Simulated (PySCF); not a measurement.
C$_{4}$H$_{2}$Cl$_{2}$, singlet, at a GFN2-xTB geometry; PySCF with DF-PBE/6-31G**.

The PySCF input:
```python
from pyscf import gto, scf, dft

mol = gto.M(
    atom='''
C    -3.129799   -0.307117    0.279314
C    -1.965751   -0.392913    0.563883
C    -0.609507   -0.503165    0.915421
C     0.381652   -0.053291    0.142165
Cl    2.033262   -0.197677    0.589922
Cl    0.111939    0.712298   -1.371987
H    -4.146218   -0.232387    0.031194
H    -0.381760   -0.977253    1.859208
''',
    basis='6-31g**',
    charge=0,
    spin=0,
    verbose=4,
    max_memory=1800,
)

mf = dft.RKS(mol)
mf.xc = 'pbe'
mf = mf.density_fit(auxbasis='def2-universal-jkfit')
mf.kernel()
```

Output, abridged:

```
PySCF version 2.14.0

[INPUT] verbose = 4
[INPUT] num. atoms = 8
[INPUT] num. electrons = 60
[INPUT] charge = 0
[INPUT] spin (= nelec alpha-beta = 2S) = 0
[INPUT] symmetry False subgroup None
[INPUT] Mole.unit = angstrom
[INPUT] Symbol           X                Y                Z      unit          X                Y                Z       unit  Magmom
[INPUT]  1 C     -3.129799000000  -0.307117000000   0.279314000000 AA   -5.914462934938  -0.580367018198   0.527826962757 Bohr   0.0
[INPUT]  2 C     -1.965751000000  -0.392913000000   0.563883000000 AA   -3.714731019090  -0.742497960781   1.065584436298 Bohr   0.0
[INPUT]  3 C     -0.609507000000  -0.503165000000   0.915421000000 AA   -1.151801301005  -0.950844045467   1.729894978675 Bohr   0.0
[INPUT]  4 C      0.381652000000  -0.053291000000   0.142165000000 AA    0.721217754893  -0.100705394904   0.268652914499 Bohr   0.0
[INPUT]  5 Cl     2.033262000000  -0.197677000000   0.589922000000 AA    3.842308319485  -0.373555391126   1.114791014856 Bohr   0.0
[INPUT]  6 Cl     0.111939000000   0.712298000000  -1.371987000000 AA    0.211534052658   1.346048139075  -2.592679676464 Bohr   0.0
[INPUT]  7 H     -4.146218000000  -0.232387000000   0.031194000000 AA   -7.835216472742  -0.439147784909   0.058948116730 Bohr   0.0
[INPUT]  8 H     -0.381760000000  -0.977253000000   1.859208000000 AA   -0.721421845314  -1.846740524410   3.513393928600 Bohr   0.0

nuclear repulsion = 298.229896903545
number of shells = 46
number of NR pGTOs = 224
number of NR cGTOs = 102
basis = 6-31g**
ecp = {}

******** <class 'pyscf.df.df_jk.DFRKS'> ********
method = DFRKS
initial guess = minao
damping factor = 0
level_shift factor = 0
DIIS = <class 'pyscf.scf.diis.CDIIS'>
diis_start_cycle = 1
diis_space = 8
diis_damp = 0
SCF conv_tol = 1e-09
SCF conv_tol_grad = None
SCF max_cycles = 50
direct_scf = False
XC library pyscf.dft.libxc version 7.1.2
    S. Lehtola, C. Steigemann, M. J. T. Oliveira, and M. A. L. Marques,  SoftwareX 7, 1–5 (2018)
XC functionals = pbe
    J. P. Perdew, K. Burke, and M. Ernzerhof,  Phys. Rev. Lett. 77, 3865 (1996)
    J. P. Perdew, K. Burke, and M. Ernzerhof,  Phys. Rev. Lett. 78, 1396 (1997)
    J. P. Perdew, K. Burke, and M. Ernzerhof,  Phys. Rev. Lett. 77, 3865 (1996)
    J. P. Perdew, K. Burke, and M. Ernzerhof,  Phys. Rev. Lett. 78, 1396 (1997)
radial grids:
    Treutler-Ahlrichs [JCP 102, 346 (1995); DOI:10.1063/1.469408] (M4) radial grids

becke partition: Becke, JCP 88, 2547 (1988); DOI:10.1063/1.454033
pruning grids: <function nwchem_prune>
grids dens level: 3
symmetrized grids: False
atomic radii adjust function: <function treutler_atomic_radii_adjust>
small_rho_cutoff = 0
Set gradient conv threshold to 3.16228e-05
Initial guess from minao.
tot grids = 113848
init E= -1074.09255182703
  HOMO = -0.270250759656347  LUMO = -0.112166288077622  gap/eV = 4.30170
cycle= 1 E= -1073.2384235474  delta_E= 0.854  |g|= 0.514  |ddm|= 3.94
  HOMO = -0.149488438720718  LUMO = -0.0646096472762014  gap/eV = 2.30967
cycle= 2 E= -1072.93741471235  delta_E= 0.301  |g|=  1.1  |ddm|= 1.92
  HOMO = -0.193569715977516  LUMO = -0.0501883024181629  gap/eV = 3.90161
cycle= 3 E= -1073.28314528251  delta_E= -0.346  |g|= 0.31  |ddm|= 1.67
  HOMO = -0.214643362177993  LUMO = -0.0756343907057326  gap/eV = 3.78263
cycle= 4 E= -1073.30764001913  delta_E= -0.0245  |g|= 0.144  |ddm|= 0.441
  HOMO = -0.215596099208622  LUMO = -0.0759742222720909  gap/eV = 3.79930
cycle= 5 E= -1073.31170641764  delta_E= -0.00407  |g|= 0.0704  |ddm|= 0.199
  HOMO = -0.212682419637313  LUMO = -0.07381820891605  gap/eV = 3.77869
cycle= 6 E= -1073.31291749171  delta_E= -0.00121  |g|= 0.0175  |ddm|= 0.0812
  HOMO = -0.213205183163585  LUMO = -0.0740970377682677  gap/eV = 3.78533
cycle= 7 E= -1073.31301965805  delta_E= -0.000102  |g|= 0.00227  |ddm|= 0.0269
  HOMO = -0.21315998535906  LUMO = -0.0739718626068866  gap/eV = 3.78750
cycle= 8 E= -1073.31302088384  delta_E= -1.23e-06  |g|= 0.000928  |ddm|= 0.00353
  HOMO = -0.213193683205271  LUMO = -0.0740119091750273  gap/eV = 3.78733
cycle= 9 E= -1073.3130211476  delta_E= -2.64e-07  |g|= 0.000242  |ddm|= 0.00161
  HOMO = -0.213186387817177  LUMO = -0.0739995719014255  gap/eV = 3.78747
cycle= 10 E= -1073.31302116245  delta_E= -1.49e-08  |g|= 5.53e-05  |ddm|= 0.000477
  HOMO = -0.213186993724566  LUMO = -0.0740006489919294  gap/eV = 3.78745
cycle= 11 E= -1073.31302116308  delta_E= -6.26e-10  |g|= 3.31e-05  |ddm|= 0.000145
  HOMO = -0.213185969986248  LUMO = -0.0739998781025255  gap/eV = 3.78745
cycle= 12 E= -1073.31302116345  delta_E= -3.71e-10  |g|= 3.28e-06  |ddm|= 5.88e-05
  HOMO = -0.213186105997865  LUMO = -0.0740000986713163  gap/eV = 3.78744
Extra cycle  E= -1073.31302116343  delta_E= 1.75e-11  |g|= 8.73e-06  |ddm|= 1.3e-05
converged SCF energy = -1073.31302116343
```
